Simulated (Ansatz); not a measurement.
Harmonic frequencies (cm⁻¹) at PBE0-D4/def2-TZVP from Ansatz: 93, 320, 332, 424, 477, 526, 691, 795, 935, 1869, 2201, 2208.

Task: Which molecule is it?
A. `Cl[SiH2][ZnH]`
B. `[OH][GeH]([PH2])[Br]`
C. `[SiH3][Zn][Cl]`
D. `CSP`

Result: A.
